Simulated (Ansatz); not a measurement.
Cost and result for the atomization energy of `OB[SiH](O)F` (9 atoms, 8 bonds).

```xyz
9

O    -0.7845    1.3343   -1.4707
B     0.0627    0.3501   -1.1016
Si   -0.2039   -0.5025    0.7158
O     1.2073   -0.3134    1.5303
F    -0.5099   -2.0675    0.5132
H    -0.6019    1.6979   -2.3424
H     0.9426    0.0088   -1.8496
H    -1.3383    0.0029    1.5371
H     1.2259   -0.5106    2.4679
```

Total charge 0; spin multiplicity 1. The geometry is a stationary point of PBE0-D4/def2-TZVP. It is one conformer, not always the lowest. Program: Ansatz. All runs use 2 threads of an Arm Neoverse V1 on a shared host. Times are those of one run each, without the atoms' runs, and a repeat can differ threefold. Electronic energies, without spin–orbit coupling; frozen cores. CCSD(T)/CBS adds CCSD(T) − MP2 in def2-TZVPP to the MP2 limit, and its time is that of the two runs behind it. T1 = 0.013. B3LYP takes the VWN-RPA correlation (the form of Gaussian; ORCA's B3LYP/G).

CCSD(T)/CBS is a level of theory with its own doubt, some kJ/mol a heavy atom from the limit and from the frozen cores, so smaller differences don't rank the functionals.

```csv
level,functions,wall time
LDA (SPW92)/def2-TZVPP,222,1.6 s
revPBE-D4/def2-TZVPP,222,2.7 s
BHLYP-D4/def2-TZVPP,222,4.2 s
CAM-B3LYP-D4/def2-TZVPP,222,4.4 s
B3LYP-D4/def2-TZVPP (with forces),222,6 s
CCSD(T)/def2-SVP,94,6 s
r2SCAN-D4/def2-TZVPP (with forces),222,6.5 s
r2SCANh-D4/def2-TZVPP,222,7 s
B2PLYP/def2-TZVPP,222,7 s
B97M-V/def2-TZVPP,222,14 s
MP2/def2-QZVPP,418,26 s
CCSD(T)/def2-TZVPP,222,2.9 min
CCSD(T)/CBS(def2),–,3.3 min
```

(1) What atomization energy does each give, and how far from CCSD(T)/CBS? (Estimate.)

Results:

(1) The calculation gave: 
```
                             level  atomization (kcal/mol)  difference from CCSD(T)/CBS  per bond
            LDA (SPW92)/def2-TZVPP                   962.4                        119.9      15.0
              revPBE-D4/def2-TZVPP                   826.4                        -16.1      -2.0
               BHLYP-D4/def2-TZVPP                   808.9                        -33.6      -4.2
           CAM-B3LYP-D4/def2-TZVPP                   845.0                          2.5       0.3
 B3LYP-D4/def2-TZVPP (with forces)                   836.8                         -5.7      -0.7
                  CCSD(T)/def2-SVP                   780.5                        -62.0      -7.8
r2SCAN-D4/def2-TZVPP (with forces)                   841.9                         -0.6      -0.1
             r2SCANh-D4/def2-TZVPP                   834.4                         -8.1      -1.0
                 B2PLYP/def2-TZVPP                   832.2                        -10.3      -1.3
                 B97M-V/def2-TZVPP                   839.7                         -2.8      -0.4
                    MP2/def2-QZVPP                   857.5                         15.0       1.9
                CCSD(T)/def2-TZVPP                   817.8                        -24.7      -3.1
                 CCSD(T)/CBS(def2)                   842.5                          0.0       0.0
```

The D4 term adds +5.8 kcal/mol with B3LYP and +3.0 kcal/mol with PBE0; it sums over pairs of atoms, weighted by their polarisabilities, and B3LYP, whose exchange is more repulsive, gets the larger term. Leaving LDA and LC-ωPBE aside and taking each functional with its dispersion term where it has one, the values, not all of them listed here, spread over 41.9 kcal/mol, from BHLYP-D4 to PBE-D4. LDA lies +115.1 kcal/mol from PBE without D4, its usual overbinding. From r2SCAN to r2SCAN0 (25 % exact exchange), in def2-TZVPP and without D4, the atomization energy moves by −18.5 kcal/mol: exact exchange takes away binding that semilocal exchange gives to molecules.
